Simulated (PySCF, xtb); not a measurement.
1-chloro-1-fluorocyclobutane (C4H6ClF), SMILES FC1(Cl)CCC1.

Harmonic wavenumbers (cm⁻¹) from GFN2-xTB run with xtb at its own minimum, in rising order: 54, 263, 300, 359, 432, 521, 710, 805, 808, 894, 1020, 1030, 1034, 1101, 1104, 1149, 1175, 1181, 1236, 1251, 1267, 1439, 1444, 1476, 3017, 3021, 3031, 3036, 3038, 3043.

### Question
What does PBE-D3(BJ)/def2-SVP (PySCF) give at its own minimum? (Estimate from the structure and the level; the computed values follow.)

### Answer
131, 274, 319, 379, 431, 545, 636, 758, 762, 882, 923, 962, 990, 1081, 1089, 1147, 1156, 1196, 1199, 1230, 1260, 1378, 1395, 1422, 3007, 3011, 3021, 3080, 3088, 3093. Paired by order, the mean absolute difference is 34 cm⁻¹ and the zero-point energies are 57.5 and 57.0 kcal/mol.
